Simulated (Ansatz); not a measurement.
Ansatz (a quantum-chemistry and plane-wave program) input file for BeCl₂, SMILES [Be]([Cl])[Cl], PBE/def2-TZVPD. Coordinates come from a B3LYP-D3(BJ)/def2-TZVP optimisation. The isomer is the one that the SMILES or the coordinates give; other isomers of the formula were not compared.

Ansatz 0.2 input:
```yaml
crystal:
  periodic: [false, false, false]
  atoms:
    - {symbol: Be, position_ang: [0.00000000, 0.00000000, 0.00000000]}
    - {symbol: Cl, position_ang: [0.00000000, 0.00000000, -1.80410486]}
    - {symbol: Cl, position_ang: [0.00000000, 0.00000000, 1.80410486]}
basis:
  gaussian:
    orbitals: def2-TZVPD
hamiltonian:
  xc: {name: PBE}
```

It prints:

```
WARN ansatz: RAYON_NUM_THREADS=1 ignored (pool sized by the plan → 1); use --threads N
Functional definition: PBE
integrals: 0.04 GiB planned
717 factors; their error is unknown
mean field: 0.27 GiB planned
mean field evaluation 1: about -25439.1900 eV, gradient 2.0e1 eV
mean field evaluation 2: about -25438.7042 eV, gradient 2.7e1 eV
mean field evaluation 4: about -25440.1779 eV, gradient 1.4e0 eV
mean field evaluation 8: about -25440.1758 eV, gradient 6.4e-4 eV
mean field -25440.17575188 eV, -934.9092149110 hartree, gradient 4.2e-5 eV, S^2 0.000000; 0 other end points of the search recorded, 0 dependent functions left out
reference -25440.17581595 eV, -934.9092172658 hartree; 19, 19 occupied and 95, 95 virtual orbitals, 717 factors
Total energy: -25440.17581595 eV, -934.9092172658 hartree
```

The calculation finished and met its thresholds.
